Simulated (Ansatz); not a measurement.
Geometry optimisation, RKS PBE-D4/6-31G* in Ansatz 0.2.0.

Input file:

```yaml
crystal:
  periodic: [false, false, false]
  atoms:
    - { symbol: B, position_ang: [0.072787, -0.280792, -0.129699] }
    - { symbol: H, position_ang: [0.076059, -0.665699, 1.01012] }
    - { symbol: "N", position_ang: [1.320203, -0.101956, -0.764062] }
    - { symbol: H, position_ang: [2.204201, -0.326611, -0.325193] }
    - { symbol: H, position_ang: [1.400547, 0.19476, -1.734125] }
    - { symbol: O, position_ang: [-1.084493, -0.130587, -0.862813] }
    - { symbol: H, position_ang: [-1.86079, -0.133739, -0.274442] }
    - { symbol: F, position_ang: [-0.292086, 1.858448, 1.173445] }
    - { symbol: H, position_ang: [0.270174, 1.141678, 1.400669] }
basis:
  gaussian: { orbitals: "6-31G*" }
hamiltonian:
  xc: pbe
  dispersion: d4
relax:
  f_tol: 0.03
  max_steps: 50
```

Command:

```bash
$ ansatz run input.yaml --threads 1 --pin off --max-ram 2048MiB --backend cpu --events-out ev --progress --plain --runs-dir out
```

Q: Where does it end, and by what steps?

A: The run converged. After 11 steps the energy has fallen by 0.064 eV; F8 moved furthest, 0.31 Å.

| step | energy less start (eV) | largest force component (eV/Å) | accepted |
| --- | --- | --- | --- |
| 0 | 0.0000 | 0.634 | yes |
| 1 | -0.0437 | 0.668 | yes |
| 2 | -0.0423 | 0.836 | no |
| 3 | -0.0481 | 0.391 | yes |
| 4 | -0.0588 | 0.102 | yes |
| 5 | -0.0598 | 0.388 | yes |
| 6 | -0.0483 | 0.604 | no |
| 7 | -0.0624 | 0.061 | yes |
| 8 | -0.0630 | 0.030 | yes |
| 9 | -0.0632 | 0.030 | yes |
| 10 | -0.0634 | 0.085 | yes |
| 11 | -0.0635 | 0.017 | yes |

```xyz
9
Properties=species:S:1:pos:R:3
B 0.096 -0.280 -0.184
H 0.094 -0.537 1.011
N 1.338 -0.175 -0.833
H 2.228 -0.275 -0.356
H 1.417 0.037 -1.826
O -1.071 -0.159 -0.905
H -1.847 -0.181 -0.318
F -0.233 2.010 1.442
H 0.085 1.114 1.462
```

Run time: 22 s on 1 thread of Intel(R) Xeon(R) Platinum 8375C CPU @ 2.90GHz (Ice Lake) (shared host), peak memory 0.17 GiB.
